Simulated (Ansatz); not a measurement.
Bond stretch in HF (cation, charge +1), doublet.

Level of theory: Ansatz (an electronic-structure program) with full CI/aug-cc-pVDZ, frozen core.

### Question
Relative to R = 0.99 Å, what are the energies at R = 0.73, 0.89, 2.22, 2.99 Å?

### Answer
268.9 kJ/mol at 0.73 Å, 29.8 kJ/mol at 0.89 Å, 285.4 kJ/mol at 2.22 Å, 327.5 kJ/mol at 2.99 Å.
